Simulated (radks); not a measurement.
Task: Coulomb parameter of the 3d shell of neutral cobalt in the model configuration [Ar] 3d8 4s1, as a second difference U = [E(n + 0.25) + E(n - 0.25) - 2 E(n)] / (0.25)^2 with all orbitals relaxed. "Bare": the charge of the atom changes with n. "Screened": the 4s shell takes up the change at fixed total charge, which measures U(3d,3d) + U(4s,4s) - 2 U(3d,4s). All-electron calculation, scalar-relativistic Kohn-Sham, r2SCAN, spin-unpolarised, spherical densities, finite nucleus; meta-GGA in the generalised Kohn-Sham scheme; Fermi nuclear charge, rms radius 3.7875 fm. Program: a radial shooting solver on a logarithmic mesh with Libxc functionals. Estimate both.

Result: U(bare) = 10.493 eV, U(screened by 4s) = 2.005 eV, against the Slater integral F0(3d,3d) = 22.268 eV with frozen orbitals. The step up makes a negative ion, whose loosely bound charge lowers the bare value.
